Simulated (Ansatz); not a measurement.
Ti(OH)4 (TiO₄H₄), relaxed as a singlet with RKS PBE-D4/def2-SVP in Ansatz, starting from the GFN2-xTB geometry. Force threshold 0.02 eV/Å.

Start:

```xyz
9

Ti    0.0044   -0.0010    0.0047
O    -1.1409   -0.9418    0.9055
H    -1.8105   -0.6284    1.5199
O     1.3613   -1.0098   -0.3714
H     1.7470   -1.7416    0.1171
O     0.4425    1.3739    0.9640
H     0.7428    2.2443    0.6893
O    -0.6668    0.5738   -1.4880
H    -0.6798    0.1306   -2.3410
```

Question: Estimate the energy that the relaxation releases and the steps that it takes.

Answer: 9.5 kcal/mol, in 9 steps; 11 s on 4 threads of Arm Neoverse V2 on a shared host. No frequencies were taken in this run, so the end may be a saddle point.

Question: Does the start keep its bonding?

Answer: By distances, no bond broke or formed. The bond that changes most is Ti1–O4, from 1.73 to 1.81 Å (atoms count from 1).

Question: Predict the relaxed structure.

Answer: 
```xyz
9

Ti    0.000   -0.001    0.000
O    -1.274   -0.863    0.950
H    -1.474   -0.710    1.890
O     1.436   -1.076   -0.236
H     1.443   -2.039   -0.102
O     0.546    1.478    0.887
H     0.288    2.390    0.670
O    -0.706    0.458   -1.601
H    -0.258    0.364   -2.459
```
Bond lengths: 4 × O–Ti 1.81 Å; 4 × H–O 0.97 Å.
